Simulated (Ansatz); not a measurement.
Relaxation of ClH$_{3}$OSiZn (7 atoms, charge 0, multiplicity 1), to a largest force component of 0.015 eV/Å in at most 40 steps.

Theory: Ansatz, RKS revPBE/def2-SVP.

```xyz
7
Properties=species:S:1:pos:R:3
Si -0.549 1.075 0.340
O -0.024 -0.410 -0.023
Zn 1.124 -1.528 -0.654
Cl 2.954 -1.740 -1.563
H -0.605 1.879 -0.886
H 0.375 1.692 1.299
H -1.868 0.803 0.909
```

Question: Where does it end, and by what steps?

Answer: The forces met the threshold. After 5 steps the energy has fallen by 0.589 eV; Zn3 moved furthest, 0.45 Å.

| step | energy less start (eV) | largest force component (eV/Å) | accepted |
| --- | --- | --- | --- |
| 0 | 0.0000 | 1.099 | yes |
| 1 | -0.3519 | 0.815 | yes |
| 2 | -0.5088 | 0.558 | yes |
| 3 | -0.5847 | 0.287 | yes |
| 4 | -0.5874 | 0.250 | yes |
| 5 | -0.5889 | 0.012 | yes |

```xyz
7
Properties=species:S:1:pos:R:3
Si -0.609 1.037 0.365
O -0.059 -0.492 -0.021
Zn 1.404 -1.190 -0.770
Cl 3.066 -2.164 -1.637
H -0.710 1.932 -0.851
H 0.294 1.734 1.359
H -1.979 0.913 0.977
```

Whether the end is a true minimum wasn't checked by a vibrational analysis.

Time of the run: 14 s on 2 threads of Arm Neoverse V1, with other jobs on the host, peak memory 0.15 GiB.
